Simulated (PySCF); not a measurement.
Cl2Co (SMILES [Cl][Co][Cl]), quartet, at a GFN2-xTB geometry (such geometries of metal compounds can be far from the true shape); PBE0/6-31G, TDA (PySCF).

The PySCF input:
```python
from pyscf import gto, scf, dft, tdscf

mol = gto.M(
    atom='''
Co    0.000000    0.000000    0.000000
Cl   -0.000000   -0.000000   -1.947003
Cl    0.000000    0.000000    1.947003
''',
    basis='6-31g',
    charge=0,
    spin=3,
    verbose=4,
)

mf = dft.UKS(mol)
mf.xc = 'pbe0'
mf.kernel()
td = mf.TDA()
td.nstates = 5
td.kernel()
td.analyze()
```

Output, abridged:

```
PySCF version 2.14.0

[INPUT] verbose = 4
[INPUT] num. atoms = 3
[INPUT] num. electrons = 61
[INPUT] charge = 0
[INPUT] spin (= nelec alpha-beta = 2S) = 3
[INPUT] symmetry False subgroup None
[INPUT] Mole.unit = angstrom
[INPUT] Symbol           X                Y                Z      unit          X                Y                Z       unit  Magmom
[INPUT]  1 Co     0.000000000000   0.000000000000   0.000000000000 AA    0.000000000000   0.000000000000   0.000000000000 Bohr   0.0
[INPUT]  2 Cl     0.000000000000   0.000000000000  -1.947003000000 AA    0.000000000000   0.000000000000  -3.679302433707 Bohr   0.0
[INPUT]  3 Cl     0.000000000000   0.000000000000   1.947003000000 AA    0.000000000000   0.000000000000   3.679302433707 Bohr   0.0

nuclear repulsion = 288.777565623936
number of shells = 25
number of NR pGTOs = 182
number of NR cGTOs = 53
basis = 6-31g
ecp = {}

******** <class 'pyscf.dft.uks.UKS'> ********
method = UKS
initial guess = minao
damping factor = 0
level_shift factor = 0
DIIS = <class 'pyscf.scf.diis.CDIIS'>
diis_start_cycle = 1
diis_space = 8
diis_damp = 0
SCF conv_tol = 1e-09
SCF conv_tol_grad = None
SCF max_cycles = 50
direct_scf = True
direct_scf_tol = 1e-13
number electrons alpha = 32  beta = 29
XC library pyscf.dft.libxc version 7.1.2
    S. Lehtola, C. Steigemann, M. J. T. Oliveira, and M. A. L. Marques,  SoftwareX 7, 1–5 (2018)
XC functionals = pbe0
    C. Adamo and V. Barone,  J. Chem. Phys. 110, 6158 (1999)
    M. Ernzerhof and G. E. Scuseria,  J. Chem. Phys. 110, 5029 (1999)
radial grids:
    Treutler-Ahlrichs [JCP 102, 346 (1995); DOI:10.1063/1.469408] (M4) radial grids

becke partition: Becke, JCP 88, 2547 (1988); DOI:10.1063/1.454033
pruning grids: <function nwchem_prune>
grids dens level: 3
symmetrized grids: False
atomic radii adjust function: <function treutler_atomic_radii_adjust>
small_rho_cutoff = 0
Set gradient conv threshold to 3.16228e-05
tot grids = 58664
init E= -2301.68093429646

cycle= 1 E= -2284.8138874832  delta_E= 16.9  |g|= 3.78  |ddm|= 9.51

cycle= 2 E= -2255.4138710159  delta_E= 29.4  |g|= 6.41  |ddm|= 15.2

cycle= 3 E= -2295.07418926888  delta_E= -39.7  |g|= 4.38  |ddm|= 11.8
cycle= 4 E= -2297.2873507339  delta_E= -2.21  |g|= 3.67  |ddm|= 1.06
cycle= 5 E= -2297.43445009226  delta_E= -0.147  |g|= 3.71  |ddm|= 1.43
cycle= 6 E= -2300.98064312208  delta_E= -3.55  |g|= 2.19  |ddm|= 1.65
cycle= 7 E= -2300.70840478018  delta_E= 0.272  |g|= 2.36  |ddm|= 0.593
cycle= 8 E= -2301.62439290223  delta_E= -0.916  |g|= 1.64  |ddm|= 0.519
cycle= 9 E= -2301.9669318077  delta_E= -0.343  |g|= 1.12  |ddm|= 0.708
cycle= 10 E= -2302.39297222513  delta_E= -0.426  |g|= 0.12  |ddm|= 0.743
cycle= 11 E= -2302.4039926651  delta_E= -0.011  |g|= 0.0271  |ddm|= 0.184
cycle= 12 E= -2302.40518697239  delta_E= -0.00119  |g|= 0.0132  |ddm|= 0.0646
cycle= 13 E= -2302.40658668199  delta_E= -0.0014  |g|= 0.0155  |ddm|= 0.072
cycle= 14 E= -2302.40380513791  delta_E= 0.00278  |g|= 0.00897  |ddm|= 0.187
cycle= 15 E= -2302.40347720971  delta_E= 0.000328  |g|= 0.00713  |ddm|= 0.0815
cycle= 16 E= -2302.40349477566  delta_E= -1.76e-05  |g|= 0.00365  |ddm|= 0.0208
cycle= 17 E= -2302.40349508648  delta_E= -3.11e-07  |g|= 0.00181  |ddm|= 0.00698
cycle= 18 E= -2302.40349607159  delta_E= -9.85e-07  |g|= 4.25e-05  |ddm|= 0.00244
cycle= 19 E= -2302.40349607203  delta_E= -4.45e-10  |g|= 2.81e-05  |ddm|= 0.00018
Extra cycle  E= -2302.4034960721  delta_E= -7.23e-11  |g|= 3.41e-05  |ddm|= 8.31e-05
converged SCF energy = -2302.4034960721  <S^2> = 3.7556308  2S+1 = 4.0028144

******** <class 'pyscf.tdscf.uks.TDA'> for <class 'pyscf.dft.uks.UKS'> ********
nstates = 5
deg_eia_thresh = 1.000e-03
wfnsym = None
conv_tol = 1e-05
eigh lindep = 1e-12
eigh level_shift = 0
eigh max_cycle = 100

Traceback (most recent call last):
  File "input.py", line 20, in <module>
  File "site-packages/pyscf/tdscf/uhf.py", line 771, in kernel
  File "site-packages/pyscf/tdscf/_lr_eig.py", line 162, in eigh
  File "site-packages/pyscf/lib/linalg_helper.py", line 1475, in _sort_elast
ValueError: shapes (2,4) and (5,5) not aligned: 4 (dim 1) != 5 (dim 0)
```

The program stopped with an error.
